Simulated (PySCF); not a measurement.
CH5FO2Si2.

```xyz
11

F      2.0641    -0.8816    -0.4172
Si     0.9997    -0.1304     0.5562
O      0.5098     1.3232    -0.0984
C     -0.6942     1.4273    -0.8103
O     -1.6162     0.4252    -0.4883
Si    -1.1664    -0.9607     0.3591
H      1.7149     0.1416     1.8244
H     -0.4792     1.3869    -1.8941
H     -1.1433     2.4044    -0.5673
H     -1.3474    -2.1845    -0.4736
H     -1.9722    -1.0900     1.6071
```
Charge 0, spin multiplicity 1.

Coordinates come from a PBE0-D3(BJ)/def2-SVP optimisation. The structure was generated by enumeration; whether it is a known compound was not checked. One conformer was computed; it need not be the lowest.

Method: KT2/pcSseg-1 in PySCF. Non-relativistic, no solvent.

Computed absolute GIAO shielding of each atom: isotropic value and principal components (ppm):
```tsv
atom	σ(iso)	σ11	σ22	σ33	span
F1	315.9	221.8	344.3	381.6	159.8
Si2	359.7	327.5	366.6	384.8	57.3
O3	169.9	39.9	195.0	274.7	234.8
C4	83.4	54.4	88.9	106.9	52.6
O5	253.7	172.4	246.6	342.1	169.7
Si6	399.9	333.5	385.4	480.7	147.2
H7	25.6	21.9	23.6	31.1	9.2
H8	25.4	20.6	25.0	30.7	10.0
H9	25.4	20.4	25.2	30.7	10.3
H10	26.1	23.1	24.1	31.2	8.2
H11	26.3	22.8	24.3	31.7	8.9
```
